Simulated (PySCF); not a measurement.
OsO₃, SMILES [O]=[Os](=[O])=[O] (connectivity only; charge and spin as stated), neutral, multiplicity 3.

Coordinates come from a PBE-D3(BJ)/def2-TZVP optimisation. A frequency run showed that this geometry is not a minimum. The multiplicity is an assumed one; other spin states were not compared. The def2 effective core potentials stand for the cores of Os; spin–orbit coupling is left out.

These are PBE-D3(BJ)/def2-TZVP run with PySCF 2.14.0 values and carry that method's errors.

Frequencies are harmonic and unscaled.

### Question
Give all harmonic wavenumbers and intensities. (The exact figures need the calculation; the answer reports its results.)

### Answer

```
mode  ν (cm⁻¹)  IR (km/mol)  moving atoms (share of kinetic energy)
----  --------  -----------  --------------------------------------
1         131i         33.7                         O 80 %, Os 20 %
2          138         22.0                          O 91 %, Os 9 %
3          279          0.9                          O 91 %, Os 9 %
4          881         75.0                         O 90 %, Os 10 %
5          897        243.8                         O 89 %, Os 11 %
6          955         13.8                                  O 99 %
```
